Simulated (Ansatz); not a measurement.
## Low-lying states of KH

Program: Ansatz, Gaussian basis, development build. State-averaged CASSCF with equal weights; occupations are averaged over the states; levels count from the state that is lowest in CASSCF. The basis is small, far from the limit. Solutions may break the symmetry of the shape. The lowest solution met needn't be the lowest there is, nor hold the orbitals that a chemist would pick. The average may hold one member of a degenerate pair alone.

Geometry: bond length 3.3600 Å. A bond is stretched, to 1.44 times the sum of the covalent radii.

Basis def2-SVP, nonrelativistic, 9 orbitals frozen in the corrections; active space CAS(2,5). Averaged: 2 singlets.

(1) Give the levels in order.

Answers

(1) 

```tsv
state	CASSCF (eV)	SC-NEVPT2 (eV)
singlet	0.000	0.000
singlet	1.496	1.506
```

Occupations: 1.42, 0.50, 0.07, 0.00, 0.00.
